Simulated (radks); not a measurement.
All-electron atom: Hg3+ in [Xe] 4f14 5d9. All-electron calculation, scalar-relativistic Kohn-Sham, PBE, spin-polarised, spherical densities, finite nucleus; open shells are filled with parallel spins first (spin-orbit coupling, left out, can overturn this in heavy ions); Fermi nuclear charge, rms radius 5.4648 fm. Program: a radial shooting solver on a logarithmic mesh with Libxc functionals.

Normalised radial functions P(r) = r R(r), r in bohr:

r,5s down,5d up,6s up
0.002047,0.1406,0.0001,0.0539
0.002752,0.1667,0.0001,0.0639
0.0037,0.1923,0.0003,0.0737
0.004974,0.2131,0.0007,0.0817
0.006688,0.2225,0.0015,0.0853
0.008991,0.2104,0.0032,0.0807
0.01209,0.1650,0.0069,0.0632
0.01625,0.0758,0.0146,0.0290
0.02185,-0.0575,0.0296,-0.0222
0.02938,-0.2120,0.0574,-0.0814
0.0395,-0.3279,0.1045,-0.1257
0.0531,-0.3142,0.1742,-0.1202
0.0714,-0.1017,0.2562,-0.0382
0.09599,0.2516,0.3127,0.0974
0.1291,0.4872,0.2755,0.1863
0.1735,0.2896,0.0845,0.1068
0.2333,-0.3078,-0.2221,-0.1242
0.3136,-0.7095,-0.4516,-0.2670
0.4217,-0.3189,-0.3676,-0.0900
0.5669,0.6225,0.0661,0.2742
0.7622,1.2384,0.6046,0.4013
1.025,1.0896,0.9240,0.0704
1.378,0.5589,0.8886,-0.4678
1.852,0.1696,0.6149,-0.7817
2.491,0.0281,0.3076,-0.6924
3.348,0.0022,0.1046,-0.3775
4.502,0.0001,0.0210,-0.1179
6.053,0.0000,0.0021,-0.0185

5s down: eigenvalue -152.05 eV, 4 radial nodes at r = 0.0194, 0.0782, 0.203, 0.469 bohr, <r> = 0.900 bohr, 90 % of the charge inside 1.28 bohr. 5d up: eigenvalue -42.827 eV, 2 radial nodes at r = 0.189, 0.547 bohr, <r> = 1.38 bohr, 90 % of the charge inside 2.09 bohr. 6s up (empty): eigenvalue -34.347 eV, 5 radial nodes at r = 0.0194, 0.0780, 0.201, 0.455, 1.07 bohr, <r> = 2.22 bohr, 90 % of the charge inside 3.18 bohr.
